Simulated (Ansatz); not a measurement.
Two members of one family (Oligo(phenylene vinylene)), computed with Ansatz in the gas phase. Binding counts from free atoms in the multiplicity of their measured ground term, without zero-point energy. Sets without diffuse functions give affinities that are too small. A dash marks a value that wasn't run or was left out as unsound. The structures are stationary points that may keep the symmetry of their start.

First: [H]/C=C/c1ccc(/C=C/c2ccc(/C=C/c3ccc(/C=C/c4ccc(/C=C/c5ccccc5)cc4)cc3)cc2)cc1 (singlet, charge 0, PBE-D4/def2-SVP geometry).

```xyz
72

H    -3.014  -16.252   -4.627
C    -2.648  -15.236   -4.412
C    -3.515  -14.235   -4.138
C    -3.196  -12.839   -3.824
C    -4.242  -11.933   -3.533
C    -3.983  -10.598   -3.221
C    -2.660  -10.092   -3.183
C    -2.441   -8.695   -2.833
C    -1.240   -8.059   -2.700
C    -1.024   -6.668   -2.330
C    -2.078   -5.744   -2.095
C    -1.822   -4.429   -1.724
C    -0.494   -3.948   -1.562
C    -0.176   -2.586   -1.159
C    -1.062   -1.574   -0.923
C    -0.754   -0.219   -0.491
C     0.563    0.237   -0.208
C     0.803    1.538    0.220
C    -0.256    2.471    0.392
C    -0.062    3.836    0.858
C     1.112    4.413    1.249
C     1.297    5.775    1.729
C     0.251    6.728    1.819
C     0.489    8.014    2.297
C     1.781    8.433    2.714
C     1.962    9.792    3.210
C     3.122   10.354    3.652
C     3.307   11.717    4.149
C     2.256   12.666    4.235
C     2.490   13.956    4.718
C     3.778   14.341    5.131
C     4.832   13.416    5.055
C     4.596   12.124    4.571
C     2.829    7.480    2.621
C     2.591    6.196    2.141
C    -1.568    2.018    0.099
C    -1.808    0.713   -0.327
C     0.558   -4.867   -1.804
C     0.301   -6.185   -2.179
C    -1.610  -11.001   -3.483
C    -1.871  -12.332   -3.796
H    -1.556  -15.089   -4.425
H    -4.595  -14.469   -4.146
H    -5.282  -12.298   -3.549
H    -4.820   -9.918   -2.993
H    -3.364   -8.119   -2.652
H    -0.316   -8.638   -2.870
H    -3.124   -6.070   -2.206
H    -2.672   -3.753   -1.546
H     0.902   -2.384   -1.036
H    -2.137   -1.775   -1.063
H     1.415   -0.450   -0.322
H     1.839    1.846    0.428
H    -0.985    4.440    0.901
H     2.033    3.806    1.220
H    -0.768    6.455    1.508
H    -0.344    8.733    2.356
H     1.044   10.404    3.215
H     4.040    9.742    3.647
H     1.240   12.388    3.916
H     1.658   14.674    4.774
H     3.958   15.357    5.511
H     5.844   13.704    5.376
H     5.426   11.401    4.513
H     3.848    7.755    2.928
H     3.424    5.478    2.081
H    -2.410    2.717    0.221
H    -2.840    0.392   -0.541
H     1.599   -4.527   -1.691
H     1.141   -6.875   -2.359
H    -0.567  -10.651   -3.475
H    -1.028  -13.000   -4.026
```

| level | HOMO (eV) | LUMO (eV) | gap (eV) | vertical IE (eV) | vertical EA (eV) | vertical triplet (eV) | binding per atom (eV) |
| --- | --- | --- | --- | --- | --- | --- | --- |
| PBE-D4/def2-SVP | -4.63 | -3.00 | 1.63 | 5.85 | 1.90 | 1.51 | 5.48 |
| r2SCAN-D4/def2-SVP | -4.77 | -3.01 | 1.76 | – | – | – | 5.30 |
| PBE0-D4/def2-SVP | -5.34 | -2.42 | 2.92 | 6.20 | 1.66 | 1.89 | 5.37 |

Second: C48H38 (singlet, charge 0, PBE-D4/def2-SVP geometry).

Cartesian coordinates in Å:
```
H -16.878 9.637 6.771
C -16.081 8.916 6.535
C -15.137 9.204 5.611
C -14.017 8.358 5.183
C -13.125 8.836 4.190
C -12.042 8.077 3.749
C -11.789 6.786 4.279
C -10.668 5.949 3.870
C -9.688 6.272 2.976
C -8.558 5.445 2.574
C -8.337 4.126 3.058
C -7.233 3.383 2.657
C -6.275 3.907 1.746
C -5.093 3.175 1.310
C -4.727 1.914 1.682
C -3.536 1.186 1.270
C -3.313 -0.119 1.778
C -2.176 -0.850 1.433
C -1.194 -0.321 0.557
C -0.016 -1.119 0.248
C 1.039 -0.764 -0.544
C 2.221 -1.563 -0.829
C 3.230 -1.036 -1.679
C 4.385 -1.751 -1.982
C 4.606 -3.049 -1.448
C 5.788 -3.849 -1.727
C 6.837 -3.513 -2.534
C 8.015 -4.319 -2.821
C 8.259 -5.593 -2.246
C 9.399 -6.323 -2.571
C 10.366 -5.834 -3.491
C 11.530 -6.654 -3.803
C 12.522 -6.365 -4.691
C 13.683 -7.192 -5.014
C 13.947 -8.444 -4.401
C 15.071 -9.196 -4.753
C 15.969 -8.723 -5.727
C 15.728 -7.486 -6.346
C 14.601 -6.733 -5.993
C 10.127 -4.556 -4.060
C 8.988 -3.825 -3.732
C 3.597 -3.576 -0.598
C 2.441 -2.861 -0.296
C -1.424 0.984 0.039
C -2.556 1.712 0.383
C -6.501 5.219 1.257
C -7.609 5.964 1.659
C -12.688 6.305 5.268
C -13.769 7.066 5.710
H -16.103 7.959 7.082
H -15.189 10.186 5.108
H -13.297 9.837 3.761
H -11.379 8.492 2.975
H -10.631 4.960 4.358
H -9.723 7.264 2.494
H -9.050 3.677 3.765
H -7.103 2.368 3.061
H -4.443 3.730 0.611
H -5.381 1.361 2.379
H -4.054 -0.557 2.464
H -2.031 -1.859 1.848
H 0.001 -2.112 0.731
H 1.027 0.229 -1.025
H 3.089 -0.030 -2.107
H 5.136 -1.297 -2.645
H 5.807 -4.832 -1.223
H 6.813 -2.536 -3.047
H 7.542 -6.016 -1.527
H 9.562 -7.310 -2.110
H 11.576 -7.611 -3.255
H 12.467 -5.415 -5.251
H 13.258 -8.833 -3.636
H 15.253 -10.164 -4.262
H 16.853 -9.318 -6.002
H 16.423 -7.105 -7.110
H 14.416 -5.763 -6.482
H 10.849 -4.128 -4.770
H 8.829 -2.836 -4.191
H 3.739 -4.581 -0.169
H 1.693 -3.315 0.370
H -0.692 1.433 -0.650
H -2.689 2.717 -0.042
H -5.779 5.655 0.549
H -7.752 6.982 1.264
H -12.519 5.304 5.697
H -14.437 6.653 6.480
```

Question: What does the change do? Estimate second minus first.

Answer: 
| level | Δ HOMO (eV) | Δ LUMO (eV) | Δ gap (eV) | Δ vertical IE (eV) | Δ vertical EA (eV) | Δ vertical triplet (eV) | Δ binding per atom (eV) |
| --- | --- | --- | --- | --- | --- | --- | --- |
| PBE-D4/def2-SVP | 0.04 | -0.05 | -0.09 | -0.16 | 0.17 | -0.07 | 0.01 |
| r2SCAN-D4/def2-SVP | 0.04 | -0.06 | -0.10 | – | – | – | 0.01 |
| PBE0-D4/def2-SVP | 0.05 | -0.06 | -0.11 | -0.12 | 0.14 | -0.03 | 0.01 |
